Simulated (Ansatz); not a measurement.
A nudged elastic band was laid between two geometries of BrH + FH3OSi (8 atoms, charge 0, multiplicity 1).

Method: RKS B3LYP/def2-SVP in Ansatz.

```yaml
movable_images: 7
climbing_image: yes
spring: 5.0 eV/Å²
optimiser: quadratic models (default)
start_path: through a guess of the saddle point
force_threshold: 0.03 eV/Å
iteration_limit: 60
end_points: relaxed
```

First end point:

```xyz
8
Properties=species:S:1:pos:R:3
Si -0.207 0.187 -0.597
F 0.005 -0.669 0.786
H 1.128 0.510 -1.138
O -0.950 1.620 -0.265
H -1.881 1.619 -0.010
H -1.025 -0.687 -1.477
Br 1.947 -2.550 2.960
H 1.130 -1.744 2.100
```

Last end point:

```xyz
8
Properties=species:S:1:pos:R:3
Si 0.001 -0.437 -0.743
F 0.328 0.614 2.335
H 1.257 0.287 -1.061
O -1.137 0.483 0.005
H -0.869 0.842 0.870
H -0.613 -1.077 -1.925
Br 0.660 -2.126 0.657
H 0.521 -0.299 2.220
```

Task: Which bonds break or form, and what moves?

Result: Bonds broken: Si1–F2, Br7–H8. Bonds formed: Si1–Br7, F2–H8. BrH + FH3OSi becomes BrH3OSi + FH.

Task: Give the energies along the band, and the barrier.

Result: The run converged. The highest image is number 5 of 0 to 8, 1.56 eV above the first end and 1.18 eV above the last; the last end lies 0.37 eV above the first. A vibrational analysis at the climbing image gives one clearly imaginary mode, 266i cm⁻¹: a first-order saddle point. The orbitals stay closed-shell, which can raise the energy where a bond breaks towards radicals; this wasn't checked here.

```
image  path coordinate (Å)  energy (eV)  Si1–F2 (Å)  Br7–H8 (Å)  Si1–Br7 (Å)
    0                 0.00         0.00        1.64        1.43         4.98
    1                 0.81         0.00        1.64        1.43         4.78
    2                 1.62         0.01        1.64        1.43         4.41
    3                 2.44         0.05        1.64        1.43         3.83
    4                 3.25         0.55        1.68        1.47         3.18
    5                 4.06         1.56        1.95        1.85         2.67
    6                 5.25         0.85        2.73        2.21         2.32
    7                 6.44         0.66        3.45        2.40         2.28
    8                 7.62         0.37        3.27        2.41         2.29
```

Task: What is the geometry of the highest image?

Result: 
```xyz
8
Properties=species:S:1:pos:R:3:forces:R:3
Si 0.089 -0.106 -0.148 -0.01 0.00 0.00
F 0.340 0.087 1.778 0.01 0.01 -0.01
H 1.428 0.371 -0.522 0.00 0.00 0.00
O -0.970 1.170 -0.013 0.00 0.00 0.01
H -1.824 1.044 -0.442 0.00 0.00 0.00
H -0.621 -1.014 -1.082 0.00 0.00 -0.01
Br 0.983 -2.395 0.885 0.00 0.00 0.00
H 0.721 -0.871 1.902 0.00 -0.01 0.00
```

Task: What are the harmonic wavenumbers there?

Result: 266i, 61, 232, 287, 314, 405, 570, 735, 768, 832, 890, 907, 985, 1077, 2160, 2240, 2335, 3881 cm⁻¹.

The run took 3.5 min on 2 threads of AMD EPYC 9R45 96-Core Processor (Zen 5), on a shared host, peak memory 0.25 GiB.
